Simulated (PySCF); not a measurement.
# Telling isomers of C$_{6}$H$_{11}$NSi$_{2}$ apart by NMR

- NMR shieldings at PBE0/pcSseg-1/GIAO
- coordinates at the PBE0-D3(BJ)/def2-SVP level
- code: PySCF 2.14.0 with density-fitted response routines
- a single conformation, in vacuum, non-relativistic, equivalent nuclei averaged

Chemical shifts δ = σref − σ; 1H (31.27 ppm), 13C (184.41 ppm) against TMS, all at this level. Where no couplings were computed, multiplicities follow the n + 1 count of equivalent neighbours, and m marks all less simple cases (inequivalent or close neighbours, rings, F or P nearby). Shifts are as computed. Against solution values, carbons near 30 ppm lie about +2 ppm off and those near 130 ppm about +5 ppm. Of 1309 compounds with measured shifts, 239 miss one by over three times the rms of a fit or turn the order of signals round; such compounds aren't used in these exercises. OH and NH positions are gas-phase values without hydrogen bonding to other molecules.

(1) Tabulate the signals of `N[Si@@H]([SiH3])c1ccccc1`, `N#C[Si@H](/C=C\[SiH3])C1CC1`, `CC(C)[Si@@H](C#N)C#C[SiH3]` and their relative energies.

(2) What is the quickest way to tell N#C[Si@H](/C=C\[SiH3])C1CC1 from CC(C)[Si@@H](C#N)C#C[SiH3]?

(3) What is the quickest way to tell N[Si@@H]([SiH3])c1ccccc1 from CC(C)[Si@@H](C#N)C#C[SiH3]?

(4) What is the quickest way to tell N[Si@@H]([SiH3])c1ccccc1 from N#C[Si@H](/C=C\[SiH3])C1CC1?

Results:

(1) 
```tsv
SMILES	carbon types	δC	δH	E rel. (kcal/mol)
N[Si@@H]([SiH3])c1ccccc1	1×C 5×CH	140.4, 139.8, 135.9, 133.5	7.95 (d, 2H), 7.49 (m, 2H), 7.49 (m, 1H), 5.62 (q, 1H), 3.40 (d, 3H), 0.34 (br s, 2H)	0.0
N#C[Si@H](/C=C\[SiH3])C1CC1	1×C 3×CH 2×CH2	158.4, 151.7, 127.5, 4.6, 2.7, -6.5	7.19 (m, 1H), 6.85 (m, 1H), 5.00 (m, 1H), 4.20 (d, 3H), 0.83 (m, 1H), 0.83 (m, 1H), 0.25 (m, 1H), 0.23 (m, 1H), -0.16 (m, 1H)	55.8
CC(C)[Si@@H](C#N)C#C[SiH3]	3×C 1×CH 2×CH3	124.7, 117.4, 112.8, 17.8, 17.6, 15.8	4.45 (d, 1H), 4.22 (s, 3H), 1.31 (d, 3H), 1.13 (m, 3H), 0.97 (m, 1H)	50.6
```

Energies are electronic energies at PBE0/pcSseg-1 on these geometries, without zero-point or thermal terms, each for the one conformer computed, which needn't be the lowest.

(2) Both give the same number of carbon signals, but DEPT or the intensities differ. The first has an alkene CH at 158.4 ppm, the second a methyl carbon (CH3) at 17.8 ppm. Their most deshielded carbons lie at 158.4 and 124.7 ppm. In the proton spectra the most deshielded non-exchanging signals are 7.19 (m, 1H) and 4.45 (d, 1H).

(3) Count the carbon signals: 4 against 6. The first has an aromatic CH at 140.4 ppm, the second a methyl carbon (CH3) at 17.8 ppm. Their most deshielded carbons lie at 140.4 and 124.7 ppm. In the proton spectra the most deshielded non-exchanging signals are 7.95 (d, 2H) and 4.45 (d, 1H).

(4) Count the carbon signals: 4 against 6. The first has an aromatic CH at 133.5 ppm, the second a three-membered-ring carbon (CH2) at 4.6 ppm. Their most deshielded carbons lie at 140.4 and 158.4 ppm. In the proton spectra the most deshielded non-exchanging signals are 7.95 (d, 2H) and 7.19 (m, 1H).
